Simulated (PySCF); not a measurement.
Ta(O)(F)(NH2)2 (FH₄N₂OTa), SMILES [NH2][Ta]([F])(=[O])[NH2], multiplicity 1.

Coordinates come from a B3LYP-D3(BJ)/def2-SVP optimisation. The spin state was assumed, not searched. The def2 effective core potentials stand for the cores of Ta; spin–orbit coupling is left out. The values are those of a single conformer.

The numbers are results of PBE/def2-TZVP (PySCF), not measurements.

Isolated molecule, no solvent.

```json
{
 "total_energy": "-344.09642 hartree",
 "point_group": "Cs",
 "highest_occupied_level": "-6.41 eV",
 "lowest_empty_level": "-1.42 eV",
 "orbital_gap": "4.99 eV",
 "dipole_moment": "4.14 D",
 "quadrupole, principal values (traceless, Buckingham form, about the centre of nuclear charge)": "-9.05, -0.22, 9.27 D·Å",
 "mean_static_polarisability": "57.8 bohr³ (8.57 Å³)",
 "polarisability_principal_values": "50.9, 58.1, 64.5 bohr³"
}
```
